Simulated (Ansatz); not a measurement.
Input for Ansatz (development build ahead of 0.2.0):

```yaml
crystal:
  periodic: [false, false, false]
  atoms:
    - { symbol: C, position_ang: [0.0, 0.0, -1.51118] }
    - { symbol: Br, position_ang: [0.0, 0.0, 0.41832] }
    - { symbol: H, position_ang: [0.0, -1.03946, -1.85799] }
    - { symbol: H, position_ang: [-0.9002, 0.51973, -1.85799] }
    - { symbol: H, position_ang: [0.9002, 0.51973, -1.85799] }
basis:
  gaussian: { orbitals: def2-TZVP }
hamiltonian:
  xc: hf
correlation:
  method: mp2
  frozen_orbitals: { Br: 9, C: 1, H: 0 }
```

The input is written out in the form of the current development build from the run's settings.

The run gave:

```json
{
  "Converged": "yes",
  "Reference energy": "-2612.04472 hartree",
  "Correlation energy": "-0.45155 hartree",
  "Total energy": "-2612.49626 hartree",
  "Spin squared of the determinant": "0.000"
}
```
